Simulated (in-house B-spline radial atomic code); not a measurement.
Cl⁵⁺. Computed with a B-spline radial atomic code. Model: all-electron spherical atom, spin shells full or empty, radial basis limit, no spin-orbit coupling, Breit or QED, empty-state partial waves extrapolated as (l+1/2)^-4, RPA, G0W0 and static COHSEX of the highest shell as one setting changes (uncorrelated shells keep exact exchange).

Given: element Cl; charge 5; filled core Ne; hamiltonian non-relativistic; mean-field start Hartree-Fock; highest l of empty states 9; highest mean-field shell 3s.

Shell: 3s 1 1 (electrons up and down).

```tsv
lowest nl shells left uncorrelated	RPA correlation energy (hartree)	G0W0 level (eV)	G0W0 minus most complete (meV)	COHSEX level (eV)	removal by RPA minus most complete (meV)
0	-0.67898	-96.789	0	-98.762	0
1	?	?	?	?	?
2	?	?	?	?	?
3	-0.075182	-96.463	325.7	-98.278	-352.2
```

**Question.** What follows for lowest nl shells left uncorrelated = 1?

**Answer.** RPA correlation energy -0.55368 hartree; G0W0 level -96.785 eV; G0W0 minus most complete 4.1 meV; COHSEX level -98.751 eV; removal by RPA minus most complete -1.2 meV.

**Question.** What follows for lowest nl shells left uncorrelated = 2?

**Answer.** RPA correlation energy -0.41691 hartree; G0W0 level -96.819 eV; G0W0 minus most complete -30.4 meV; COHSEX level -98.81 eV; removal by RPA minus most complete 19.1 meV.
